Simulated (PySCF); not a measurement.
C2H2F4NSi (doublet state).
Cartesian coordinates in Å at the GFN2-xTB level; atoms count from 1:
```
atom  x, y, z in Å
F1     2.487    0.880    1.038
Si2    2.125   -0.099   -0.172
N3     0.399   -0.016   -0.182
C4    -0.671   -0.591   -0.207
C5    -2.033    0.027   -0.261
F6    -2.783   -0.379    0.768
F7    -2.043    1.375   -0.236
F8    -2.665   -0.335   -1.386
H9     2.688   -1.389    0.179
H10    2.506    0.533   -1.417
```

The hyperfine couplings belong to this conformer and change with its torsions.

Identity: `FC(F)(F)/[C]=N/[SiH2]F` [radical].

Level of theory: PySCF, UKS B3LYP, pcH-1 on C F H N Si, non-relativistic, mean-field spin-orbit, GIAO. Isolated species at its GFN2-xTB geometry (one conformer only). The geometry wasn't refined by DFT: couplings that depend on bond lengths, twists or pyramidal angles can differ widely from those at the functional's own minimum. The SCF solution wasn't tested for stability.

Break the g tensor into its mass correction, gauge correction and orbital-Zeeman/spin–orbit terms.

| Δg (ppm) | 1 | 2 | 3 |
| --- | --- | --- | --- |
| relativistic mass correction | -200 | -200 | -200 |
| gauge correction | 42 | 21 | 16 |
| orbital Zeeman/spin–orbit | -3558 | -2 | 1563 |
| total | -3715 | -181 | 1379 |

So g = 1.99860, 2.00214, 2.00370 and g_iso = 2.00148; the tensor is rhombic: the two nearest values differ by 31 % of g3 − g1. Axes: g1 points within 7° of the Si2–N3 bond.

At 9.758 GHz, how far is the centre of the isotropic spectrum from where a free electron (g = 2.002319) resonates?

B = hν/(g μB) with μB/h = 13.99624 MHz/mT gives 348.19 mT for the free electron and 348.34 mT at g_iso, 0.15 mT higher.

Average each term over the three axes. Which is largest in size?

The orbital-Zeeman/spin–orbit term -666, the mass correction -200 and the gauge correction 26 ppm, for a total of -839 ppm. The orbital-Zeeman/spin–orbit term is the largest in size. The mass correction is the same along every axis, so the anisotropy comes from the other two: their spans along these axes are 26 (gauge) and 5120 ppm (orbital Zeeman/spin–orbit).

What effective moment and Curie constant follow for a powder?

With the mean of g² = 4.0059 and S(S+1) = 0.75: μ_eff = √(⟨g²⟩S(S+1)) = 1.733 μB and χT = 0.12505·⟨g²⟩·S(S+1) = 0.376 cm³ K/mol (cgs; spin-Hamiltonian part alone).

In a frozen sample, at which fields do the three g values resonate at 9.5, 34, 94 and 263 GHz (hyperfine left aside), and which band first spreads them over more than twice a line width of 0.5 mT?

```tsv
band	GHz	B(g3) mT	B(g2) mT	B(g1) mT	spread mT
X	9.5	338.75	339.01	339.61	0.86
Q	34.0	1212.37	1213.31	1215.46	3.09
W	94.0	3351.84	3354.46	3360.39	8.54
J	263.0	9378.03	9385.34	9401.94	23.90
```

The spread grows in proportion to the frequency. Q band is the first where it exceeds 1.0 mT.

The largest Mulliken spin populations are on C4 (+0.62) and N3 (+0.26).

The HOMO–LUMO gaps are 4.09 eV among the α and 6.85 eV among the β orbitals.
